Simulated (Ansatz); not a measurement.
Program: Ansatz. Geometries: PBE0-D4/def2-TZVP. ΔE: electronic, gas phase. CCSD(T)/CBS adds triple-zeta CCSD(T) − MP2 to the extrapolated MP2 energy (def2 sets, frozen cores). This one scheme is used for every species. DFT in def2-TZVPP. For Br, Ga outer-core shells are correlated without core-valence functions, which leaves a few kJ/mol of doubt a bond. Scalar relativity is left out up to krypton.

Consider the ligand exchange at a Ga–Cl bond: `[Cl][Ga]([Br])[Br]` + HBr → `[Br][Ga]([Br])[Br]` + HCl.

```
             species  ωB97X-V energy (Eh)
`[Cl][Ga]([Br])[Br]`          -7532.83658
                 HBr          -2574.52140
`[Br][Ga]([Br])[Br]`          -9646.61330
                 HCl           -460.74877
```

(1) Work out ΔE.

(2) What do rigid-rotor, harmonic-oscillator terms from PBE0-D4/def2-TZVP frequencies (298.15 K, 1 bar) make of the CCSD(T)/CBS value? (Best estimate.)

Largest T1 diagnostic among the species: 0.009.

## Answers

(1) ΔE = (-9646.61330) + (-460.74877) − (-7532.83658) − (-2574.52140) = -0.00409 Eh = -0.11 eV. CCSD(T)/CBS gives -0.14 eV.

(2) Computed: ΔZPE = +0.01 eV, ΔH = -0.12 eV, ΔS = -9 J/(mol·K), ΔG = -0.09 eV.

Leaving LDA and LC-ωPBE aside and taking each functional with its dispersion term where it has one, the values, not all of them listed here, spread over 0.06 eV, from HSE06-D4 to B97M-V. At CCSD(T), def2-SVP lies +0.08 eV from the extrapolated value and def2-TZVPP +0.00 eV.
